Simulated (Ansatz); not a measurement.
Consider the silylene formation by 1,1-elimination: `NC[SiH](N)O` → CH₃NH₂ + `N[Si]O`.

Computed with Ansatz on PBE0-D4/def2-TZVP structures; ΔE is electronic, products minus reactants. CBS: MP2 limit from def2 TZ/QZ plus the TZ coupled-cluster correction, frozen cores. This one scheme is used for every species. Functionals use def2-TZVPP. B3LYP here is the variant with VWN-RPA as its local correlation; programs differ in this. Each species was taken in one conformer, which may not be the lowest.

`NC[SiH](N)O`:

Cartesian coordinates in Å:
```
N 1.576 0.386 0.753
C 0.285 1.058 0.603
Si -0.890 -0.156 -0.201
N -0.349 -0.718 -1.723
O -0.943 -1.387 0.902
H 2.267 1.001 1.162
H 1.478 -0.410 1.371
H -0.137 1.460 1.537
H 0.401 1.907 -0.080
H -2.242 0.424 -0.436
H 0.637 -0.855 -1.884
H -0.841 -0.476 -2.566
H -1.241 -2.233 0.563
```

CH₃NH₂:

Cartesian coordinates in Å:
```
C 0.432 0.311 0.199
N -0.496 -0.488 -0.584
H 0.119 0.517 1.233
H 0.592 1.271 -0.298
H 1.400 -0.192 0.237
H -1.398 -0.033 -0.641
H -0.650 -1.387 -0.146
```

`N[Si]O`:

Z-matrix (Å, degrees):
```
N
Si 1 1.716
H 1 1.010 2 128.3
H 1 1.009 2 120.1 3 180.0
O 2 1.656 1 102.6 3 0.0
H 5 0.961 2 121.6 1 -0.0
```

```json
{"level": "PBE0-D4", "ΔE (kJ/mol)": "136.7"}
{"level": "B3LYP-D4", "ΔE (kJ/mol)": "120.9"}
{"level": "ωB97X-V", "ΔE (kJ/mol)": "139.1"}
{"level": "PBE", "ΔE (kJ/mol)": "110.3"}
{"level": "SCS-MP2/def2-TZVPP", "ΔE (kJ/mol)": "130.3"}
{"level": "HF/def2-QZVPP", "ΔE (kJ/mol)": "118.5"}
{"level": "SCS-MP2/def2-QZVPP", "ΔE (kJ/mol)": "133.1"}
{"level": "CCSD/CBS(def2)", "ΔE (kJ/mol)": "130.3"}
```

(1) What does CCSD(T)/CBS give? (An estimate is asked.)

Largest T1 diagnostic among the species: 0.014.

Answers

(1) The calculation gave: +131.4 kJ/mol. The listed levels differ from it by 5.3, -10.5, 7.7, -21.1, -1.1, -12.9, 1.7, -1.1 kJ/mol.

From PBE to PBE0 (25 % exact exchange), in def2-TZVPP and without D4, ΔE moves by +16.7 kJ/mol. The D4 term adds +17.4 kJ/mol with B3LYP and +9.7 kJ/mol with PBE0; it sums over pairs of atoms, weighted by their polarisabilities, and B3LYP, whose exchange is more repulsive, gets the larger term. In def2-TZVPP, CCSD(T) changes the Hartree–Fock value by +8.2 kJ/mol (the triples alone add +1.1 kJ/mol) and MP2 by +21.0 kJ/mol.
